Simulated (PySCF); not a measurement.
Record of a relaxation.

Species: C8H4O.
Bonds: C1–C2 (triple), C2–C3, C3–C4 (double), C4–C5 (double), C5–C6, C6–C7 (triple), C5–C8, C8–O9 (double). Hydrogens: H10 on C1; H11 on C3; H12 on C7; H13 on C8.

Computed by this run: PBE0-D3(BJ)/def2-SVP geometry optimisation, gas phase (PySCF 2.14.0); density fitting, grid level 2; the optimiser is geomeTRIC in internal coordinates, started from a GFN2-xTB structure. The frame can shift and turn from step to step; on so coarse a grid that alone can change the energy by a few meV, and forces under 0.02 eV/Å are noise.

Step 0: E = -10382.0324 eV, largest atomic force 1.105 eV/Å
```
atom  x, y, z in Å  |  force x, y, z in eV/Å
C1     -3.470   -0.793   -0.853   -0.222  -0.007  -0.109
C2     -2.439   -0.831   -0.240    0.686   0.015   0.344
C3     -1.235   -0.892    0.497   -0.468  -0.171  -0.052
C4     -0.147   -0.274    0.143    0.271   0.237   0.116
C5      0.934    0.402   -0.182    0.062  -0.353  -0.181
C6      1.933   -0.149   -1.026   -0.693   0.257   0.525
C7      2.797   -0.589   -1.733    0.246  -0.092  -0.196
C8      1.162    1.774    0.324   -0.198   0.705   0.464
O9      0.446    2.368    1.084   -0.004  -0.139  -0.074
H10    -4.371   -0.756   -1.388   -0.948   0.041  -0.567
H11    -1.255   -1.503    1.393    0.183  -0.258   0.487
H12     3.546   -0.980   -2.355    0.791  -0.407  -0.650
H13     2.092    2.223   -0.076    0.293   0.172  -0.108
```

Step 1: E = -10382.1169 eV, largest atomic force 0.182 eV/Å
```
atom  x, y, z in Å  |  force x, y, z in eV/Å
C1     -3.709   -0.930   -0.784   -0.149   0.013  -0.096
C2     -2.663   -0.964   -0.173    0.009  -0.020   0.015
C3     -1.449   -1.029    0.564    0.076  -0.004   0.110
C4     -0.343   -0.412    0.218   -0.042  -0.064  -0.040
C5      0.763    0.233   -0.113    0.004   0.050   0.040
C6      1.766   -0.333   -0.956   -0.034   0.018   0.018
C7      2.645   -0.765   -1.669    0.127  -0.079  -0.104
C8      0.980    1.630    0.413    0.034  -0.042  -0.057
O9      0.230    2.195    1.156   -0.017   0.050   0.040
H10    -4.634   -0.891   -1.334    0.083  -0.006   0.056
H11    -1.433   -1.631    1.486   -0.020   0.030  -0.061
H12     3.415   -1.168   -2.305   -0.064   0.046   0.059
H13     1.923    2.098    0.034   -0.007   0.008   0.018
```

Step 2: E = -10382.1174 eV, largest atomic force 0.106 eV/Å
```
atom  x, y, z in Å  |  force x, y, z in eV/Å
C1     -3.722   -0.937   -0.780    0.014   0.004   0.005
C2     -2.671   -0.967   -0.176    0.000   0.004  -0.016
C3     -1.452   -1.026    0.556    0.018   0.003   0.038
C4     -0.345   -0.412    0.209   -0.018  -0.015  -0.051
C5      0.763    0.234   -0.117   -0.061   0.021   0.057
C6      1.769   -0.332   -0.957    0.007   0.011  -0.008
C7      2.653   -0.763   -1.667   -0.011  -0.003   0.011
C8      0.983    1.630    0.413    0.097   0.038  -0.018
O9      0.242    2.206    1.158   -0.045  -0.060  -0.011
H10    -4.649   -0.902   -1.322   -0.006  -0.003   0.001
H11    -1.436   -1.629    1.476   -0.006  -0.003   0.002
H12     3.426   -1.161   -2.298    0.005   0.004  -0.002
H13     1.931    2.090    0.040    0.004  -0.002  -0.009
```

Step 3: E = -10382.1175 eV, largest atomic force 0.143 eV/Å
```
atom  x, y, z in Å  |  force x, y, z in eV/Å
C1     -3.727   -0.936   -0.776    0.123  -0.002   0.072
C2     -2.675   -0.965   -0.175   -0.018   0.009  -0.026
C3     -1.453   -1.024    0.554   -0.026   0.016  -0.038
C4     -0.346   -0.414    0.202    0.032   0.028  -0.035
C5      0.763    0.233   -0.121    0.023  -0.022  -0.020
C6      1.773   -0.333   -0.959    0.024  -0.023  -0.033
C7      2.661   -0.762   -1.665   -0.099   0.051   0.085
C8      0.986    1.628    0.409   -0.079  -0.045   0.050
O9      0.232    2.190    1.152    0.037   0.043  -0.013
H10    -4.656   -0.901   -1.312   -0.067   0.001  -0.038
H11    -1.438   -1.625    1.474    0.004  -0.023   0.043
H12     3.438   -1.155   -2.292    0.055  -0.027  -0.045
H13     1.935    2.094    0.045   -0.009  -0.006  -0.003
```

Step 4: E = -10382.1180 eV, largest atomic force 0.024 eV/Å
```
atom  x, y, z in Å  |  force x, y, z in eV/Å
C1     -3.722   -0.933   -0.778    0.019   0.002   0.011
C2     -2.671   -0.965   -0.174   -0.006  -0.004   0.001
C3     -1.452   -1.027    0.558   -0.008   0.008  -0.010
C4     -0.346   -0.415    0.204    0.016  -0.003  -0.011
C5      0.761    0.232   -0.121    0.006   0.001   0.003
C6      1.770   -0.333   -0.959   -0.002  -0.002  -0.008
C7      2.658   -0.761   -1.666   -0.016   0.008   0.017
C8      0.982    1.627    0.410   -0.013  -0.004   0.016
O9      0.232    2.195    1.152    0.005   0.005  -0.006
H10    -4.650   -0.897   -1.317   -0.014   0.000  -0.008
H11    -1.437   -1.628    1.479    0.002  -0.002   0.008
H12     3.436   -1.154   -2.293    0.012  -0.005  -0.010
H13     1.930    2.091    0.042    0.000  -0.002  -0.003
```

Step 5: E = -10382.1181 eV, largest atomic force 0.021 eV/Å
```
atom  x, y, z in Å  |  force x, y, z in eV/Å
C1     -3.727   -0.934   -0.775   -0.009   0.002  -0.004
C2     -2.674   -0.966   -0.175    0.012   0.003  -0.002
C3     -1.453   -1.026    0.553   -0.003   0.000   0.013
C4     -0.346   -0.416    0.200   -0.011  -0.009  -0.015
C5      0.763    0.231   -0.122    0.003   0.002   0.009
C6      1.773   -0.332   -0.959   -0.006   0.002   0.000
C7      2.662   -0.760   -1.664    0.010  -0.004  -0.004
C8      0.982    1.626    0.411   -0.003   0.009  -0.005
O9      0.230    2.195    1.149    0.000  -0.004   0.001
H10    -4.657   -0.899   -1.311    0.004  -0.001   0.003
H11    -1.436   -1.626    1.475    0.002  -0.001   0.001
H12     3.443   -1.151   -2.291   -0.004   0.003   0.003
H13     1.931    2.089    0.045    0.003  -0.001   0.003
```

**Question.** Summarise the path.

**Answer.** The energy falls by 1.97 kcal/mol from step 0 to step 5; nine tenths of that is first reached at step 1. It falls at every step. The largest force goes from 1.105 to 0.021 eV/Å. Among the bonds C5–C8 changes most, from 1.479 to 1.509 Å; the atoms move by 0.052 Å rms after alignment.

**Question.** Follow the three bonds and two angles with the largest change from start to end.

**Answer.** 
```tsv
step	E above end (kcal/mol)	largest force (eV/Å)	C5–C8 (Å)	C1–H10 (Å)	C7–H12 (Å)	C4–C3–H11 (°)	C4–C5–C8 (°)
0	1.97	1.105	1.479	1.049	1.049	120.5	121.2
1	0.03	0.182	1.509	1.077	1.077	117.8	119.0
2	0.02	0.106	1.509	1.074	1.075	117.7	119.2
3	0.01	0.143	1.509	1.073	1.073	117.9	119.3
4	0.00	0.024	1.509	1.074	1.074	118.0	119.3
5	0.00	0.021	1.509	1.075	1.075	117.8	119.2
```

The cost below is that of the whole optimisation. Hardware: one thread, Intel Xeon Platinum 8375C at 2.90 GHz (x86_64), shared host with 96 logical CPUs at a one-minute load of 44. Cost: 56 s wall, 0.72 GiB resident at most.
